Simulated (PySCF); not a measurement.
Structure from NMR data

The spectra below were simulated for a compound C12H10O.

¹H NMR (300 MHz, computed): δ 7.30 (dd, J = 9.2, 8.2 Hz, 4H), 7.03 (t, J = 8.2 Hz, 2H), 6.99 (d, J = 9.2 Hz, 4H).

¹³C{¹H} NMR (computed): δ 161.4 (2C), 132.7 (4C), 125.4 (2C), 121.2 (4C).

Theory: spin–spin couplings from B3LYP/pcJ-1 (without the spin–dipole term), GIAO PBE/pcSseg-1 shieldings, PBE0-D3(BJ)/def2-SVP structure, in PySCF (fast rotation and ring inversion assumed for equivalent nuclei, no relativistic terms, gas phase, one computed conformer).

Referencing at the same level of theory: ¹H (31.20 ppm), ¹³C (180.03 ppm) against TMS.

Task: Propose a structure and justify it.

Result: 
Rings plus π bonds: 8 (2 rings in the answer). 4 carbon signals for 12 carbons: some carbons are equivalent by symmetry or fast rotation. Carbon types of the structure: 2 × C, 10 × CH, which accounts for all hydrogens. δC 161.4: aromatic carbon bearing oxygen; the electronegative substituent deshields the carbon that carries it. δC 132.7, 125.4, 121.2: aromatic CH. δH 7.30, 7.03, 6.99: hydrogen on an aromatic CH. The protons at 7.30 and 6.99 share a coupling of 9.2 Hz (vicinal, an ortho-type coupling). The protons at 7.03 and 7.30 share a coupling of 8.2 Hz (vicinal, an ortho-type coupling).

The compound is `c1ccc(Oc2ccccc2)cc1`.

The shifts were computed for this structure.

Splittings below 1 Hz are ignored in the labels, and close J values are merged. Couplings among chemically equivalent protons are left out too, so labels in AA′BB′ or AA′XX′ sets are apparent multiplicities. Unscaled 3J(H,H) at this level run about 10 % above measured values. Shifts are as computed. Against solution values, carbons near 30 ppm lie about +2 ppm off and those near 130 ppm about +2 ppm (rms about the fit 1.8 ppm; single classes can miss by 10 ppm). Of 1328 compounds with measured shifts, 309 miss one by over three times the rms of a fit or turn the order of signals round; such compounds aren't used in these exercises. Signals without a measured value on file couldn't be tested in this way.
